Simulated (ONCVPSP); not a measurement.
## What one change does to a pseudopotential (Si (Z = 14), ONCV)

```
Element                 : silicon
Generator               : ONCVPSP 4.0.1
Type                    : optimised norm-conserving Vanderbilt (ONCV)
Functional              : PBE
Relativity              : scalar-relativistic
Frozen core             : [He]
Valence charge          : 12
Reference configuration : 2s2 2p6 3s2 3p1 (charge +1)
Partial waves           : 2s+3s: rc 0.95 bohr, ncon 4, nbas 7, qcut 16 1/bohr, 2 projectors; 2p+3p: rc 0.90 bohr, ncon 3, nbas 6, qcut 14.4 1/bohr, 2 projectors; d scattering state at 0.09 Ha: rc 0.85 bohr, ncon 3, nbas 6, qcut 10.5 1/bohr, 2 projectors, debl 2.2 Ha
Local potential         : polynomial inside 0.80 bohr (lpopt 5, dvloc0 0 Ha)
Core correction         : Teter function, fcfact 4.5, rcfact 1.65
```

All-electron outer shells of the reference configuration (PBE, scalar-relativistic, ld1.x):

```tsv
shell	level (eV)	outermost node (bohr)	outermost maximum (bohr)
1s	-1795.62	–	0.07
2s	-149.00	0.15	0.45
2p	-105.08	–	0.39
3s	-19.03	0.72	1.75
3p	-11.66	0.71	2.04
```

Change: core correction Teter function, fcfact 4.5, rcfact 1.46.

Cutoffs: the cutoffs (Ha) at which the residual kinetic energy of the hardest occupied pseudo-wave falls to 1 and 0.1 mHa per electron; they do not see the model core or the augmentation charge, which bear on the density cutoff. Errors are all-electron minus pseudo energies relative to the spin-unpolarised reference configuration.

Question: How do hardness, ghosts and transferability respond?

Answer: The potential gets neither clearly harder nor softer (85 Ha and 95 Ha → 85 Ha and 95 Ha); the errors of the 4 common tests hardly move; neither file shows a bound ghost. A model core, the more so a compact one, raises the density cutoff, which this test does not measure.

| quantity | base | changed |
| --- | --- | --- |
| cutoff, loose | 85 Ha | 85 Ha |
| cutoff, tight | 95 Ha | 95 Ha |
| bound ghosts | none | none |
| GHOST(+) flags under 300 eV | none | none |
| error for 2s2 2p6 3s2 3p2, meV [ΔE -7.74 eV] | +0.3 | +0.3 |
| error for 2s2 2p6 3s2 3p0, meV [ΔE 15.99 eV] | +0.9 | +0.9 |
| error for 2s2 2p6 3s1 3p0, meV [ΔE 49.96 eV] | -0.9 | -0.8 |
| error for 2s2 2p6 3s0 3p0, meV [ΔE 95.12 eV] | -9.2 | -8.9 |
| s: phases at 0.97 bohr within 0.05 rad from the reference energy up to (Ha; the scan ends near 5) | to the end of the scan | to the end of the scan |
| p: phases at 0.92 bohr within 0.05 rad from the reference energy up to (Ha; the scan ends near 5) | to the end of the scan | to the end of the scan |
| d: phases at 0.86 bohr within 0.05 rad from the reference energy up to (Ha; the scan ends near 5) | to the end of the scan | to the end of the scan |
| rms error of d²Exc/dni dnj with the model core, mHa | 2.33 | 1.98 |
